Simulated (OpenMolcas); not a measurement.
# Tb: the spin-orbit constant, worked from levels

```yaml
Program: OpenMolcas
Basis: ANO-RCC-VTZP [8s7p5d3f2g1h]
Scalar_Hamiltonian: DKH2, point nucleus
Active_space: 9 electrons in 7 orbitals (4f)
State_averaging: 2S+1 = 6 odd, 21 roots; 2S+1 = 4 odd, 224 roots (115 in the spin-orbit step); 2S+1 = 2 odd, 82 roots kept (CI in the orbitals of an earlier block)
Spin-orbit_coupling: state interaction with AMFI integrals over the reference wave functions, term energies averaged over their components
```

Methods: CASSCF; MS-CASPT2, IPEA 0.25 Eh, imaginary shift 0.1 Eh (closed shells correlated: 5s 5p 6s).

**The spin-orbit constant.** For the Hund term ⁶H° of f9, E(J) = (A/2) J(J+1) + constant and ζ = -2S·A = -5A. From J = 5/2 to J = 15/2 the energy changes by 27.5 A.

```csv
Source,E(15/2) - E(5/2),A,ζ
CASSCF,-8902.5,-323.7,1619
MS-CASPT2,-8827.3,-321.0,1605
```

All in cm-1. Both methods take the spin-orbit matrix elements from the reference wave functions, so the second can move ζ only through the term energies and any multistate remixing. Second-order mixing with other terms is absorbed into this ζ.

CASPT2 breaks the degeneracy within a term, and the mean is taken; among the terms shown or strongly mixed into the levels shown the widest spread is 360 cm-1 (4f⁹ 6s² ⁶H°, MS-CASPT2). High states are left out of the spin-orbit mixing, which shifts the levels that they would mix with. With the s shell closed, the reference lacks s² → p² mixing. Without dynamic correlation excited terms often stand tens of per cent too high (terms of higher spin than the ground term too low), and those without a measured partner can miss by more than the paired ones (holds for CASSCF). Blocks of more than 70 roots (2S+1 = 4 odd, 2 odd) ran without multistate coupling (holds for MS-CASPT2). Levels of configurations outside the active space are missing.

° marks odd parity.
